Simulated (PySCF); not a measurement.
C4H4Cl2. Atoms are numbered in the order given.

```xyz
10

C     -1.9605    -1.3765     0.4041
C     -1.0572    -0.3401    -0.1943
Cl    -1.9053     1.0521    -0.8780
C      0.2512    -0.3855    -0.2493
C      1.5555    -0.4460    -0.2964
Cl     2.5965     0.1882     0.9648
H     -2.6575    -1.7595    -0.3585
H     -1.3742    -2.2116     0.8112
H     -2.5641    -0.9309     1.2110
H      2.1128    -0.8944    -1.1242
```

Coordinates come from a B3LYP-D3(BJ)/def2-SVP optimisation.

Level of theory: PySCF with HF/pcSseg-1.

GIAO shieldings, no solvent; atoms alike by connectivity are averaged. δ = σ(ref) − σ: ¹³C against TMS (σ = 192.6 ppm); ³⁵Cl against HCl (σ = 958.2 ppm); ¹H against TMS (σ = 31.99 ppm), references at their B3LYP-D3(BJ)/def2-TZVP geometries, non-relativistic (without spin–orbit terms, shifts of atoms bonded to Cl or Br come out too high).

| atoms | nucleus | count | δ (ppm) |
|---|---|---|---|
| C4 | ¹³C | 1 | 218.7 |
| C2 | ¹³C | 1 | 122.1 |
| C5 | ¹³C | 1 | 104.7 |
| C1 | ¹³C | 1 | 26.5 |
| Cl3 | ³⁵Cl | 1 | [?] |
| Cl6 | ³⁵Cl | 1 | [?] |
| H10 | ¹H | 1 | [?] |
| H7, H8, H9 | ¹H | 3 | [?] |

Q: What belongs in the gaps? (The exact figures need the calculation; the answer reports its results.)

A: 
- Cl6, δ (ppm): 137.1
- H10, δ (ppm): 6.62
- H7, H8, H9, δ (ppm): 2.51
- Cl3, δ (ppm): 186.6
